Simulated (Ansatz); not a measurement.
Isolated molecules relaxed with PBE0-D4/def2-TZVP in Ansatz; ΔE leaves out vibrations. CCSD(T)/CBS adds triple-zeta CCSD(T) − MP2 to the extrapolated MP2 energy (def2 sets, frozen cores). This one scheme is used for every species. DFT in def2-TZVPP. B3LYP here is the variant with VWN-RPA as its local correlation; programs differ in this. For Ge outer-core shells are correlated without core-valence functions, which leaves a few kJ/mol of doubt a bond. Scalar relativity is left out up to krypton. Each species was taken in one conformer, which may not be the lowest.

Consider the silylene formation by 1,1-elimination: `[NH2][GeH2][SiH2]Cl` → `[NH2][GeH2][Cl]` + `[SiH2]`.

CCSD(T)/CBS gives +2.57 eV.

Task: Another level gave +2.57 eV. Which?
A. PBE/def2-TZVPP
B. B3LYP-D4/def2-TZVPP
C. PBE0-D4/def2-TZVPP
D. CCSD/def2-TZVPP

Result: A. PBE 2.57, B3LYP-D4 2.51, CCSD/def2-TZVPP 2.41, PBE0-D4 2.72 eV.

Largest T1 diagnostic among the species: 0.014.

The D4 term adds +0.14 eV with B3LYP and +0.08 eV with PBE0; it sums over pairs of atoms, weighted by their polarisabilities, and B3LYP, whose exchange is more repulsive, gets the larger term. In def2-TZVPP, CCSD(T) changes the Hartree–Fock value by +0.23 eV (the triples alone add +0.05 eV) and MP2 by +0.42 eV.
